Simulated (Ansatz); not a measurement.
`BCO[SiH3]` + `B[NH][AlH2]` → `BC[N](B)[AlH2]` + `O[SiH3]`  (substitution at a C–O bond)

Calculated with Ansatz (gas phase, PBE0-D4/def2-TZVP geometries, no zero-point term in ΔE). CBS: MP2 limit from def2 TZ/QZ plus the TZ coupled-cluster correction, frozen cores. DFT in def2-TZVPP. HSE06 is defined as in plane-wave codes. Each species was taken in one conformer, which may not be the lowest.

CCSD(T)/CBS gives -0.18 eV.

(1) Another level gave +0.05 eV. Which?
A. HF/def2-TZVPP
B. CAM-B3LYP-D4/def2-TZVPP
C. revPBE-D4/def2-TZVPP
D. HSE06/def2-TZVPP

Largest T1 diagnostic among the species: 0.012.

## Answers

(1) A. HF/def2-TZVPP 0.05, HSE06 -0.14, revPBE-D4 -0.18, CAM-B3LYP-D4 -0.09 eV.

The D4 term adds −0.06 eV with B3LYP and −0.03 eV with PBE0; it sums over pairs of atoms, weighted by their polarisabilities, and B3LYP, whose exchange is more repulsive, gets the larger term. Leaving LDA and LC-ωPBE aside and taking each functional with its dispersion term where it has one, the values, not all of them listed here, spread over 0.10 eV, from revPBE-D4 to BHLYP-D4. LDA lies −0.09 eV from PBE without D4.

B3LYP here is the variant with VWN-RPA as its local correlation; programs differ in this.
